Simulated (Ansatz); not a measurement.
Cost and result up the ladder for the cluster Re2Te3 (the lowest singlet isomer of a short search) (5 atoms). Total charge 0; singlet. Geometry: PBE-D4/def2-SVP.

```csv
atom,x (Å),y (Å),z (Å)
Re1,0.688,-0.375,-1.067
Re2,-0.804,-0.970,0.406
Te3,2.051,1.301,0.244
Te4,-1.803,-0.386,-1.982
Te5,-0.132,0.430,2.399
```

Ansatz on 4 threads of Arm Neoverse V1 on a shared host. Times are rough, and most runs start from the orbitals of an earlier one. No level here is sound enough to serve as a yardstick. Binding counts from free atoms at the same level (Re sextet, Te triplet; other spins of the atoms weren't run), without zero-point energy or a counterpoise term.

In the def2 sets Re, Te take a core potential; there is no spin–orbit coupling. HSE06 is defined as in plane-wave codes, on full-range PBE exchange. No other spin state of charge 0 was run. The structure comes from a short search, and lower isomers may exist.

Run but left out: HF/def2-TZVP, MP2/def2-TZVP, CCSD(T)/def2-SVP (restricted singlet, unstable towards broken spin symmetry).

| level | functions | wall time | binding energy per atom (eV) | remarks |
| --- | --- | --- | --- | --- |
| PBE-D4/def2-SVP | 142 | 3.1 s | 3.01 | restricted SCF unstable in HF |
| PBE0-D4/def2-SVP | 142 | 5.5 s | 2.38 | restricted SCF unstable in HF |
| PBE-D4/def2-TZVP (with forces) | 230 | 6 s | 3.13 | restricted SCF unstable in HF |
| HSE06-D4/def2-TZVP | 230 | 9.5 s | 2.55 | restricted SCF unstable in HF |
| r2SCAN-D4/def2-TZVP | 230 | 13 s | 2.64 | restricted SCF unstable in HF |
| PBE0-D4/def2-TZVP | 230 | 14 s | 2.53 | restricted SCF unstable in HF |
| r2SCAN0-D4/def2-TZVP | 230 | 31 s | 2.15 | restricted SCF unstable in HF |
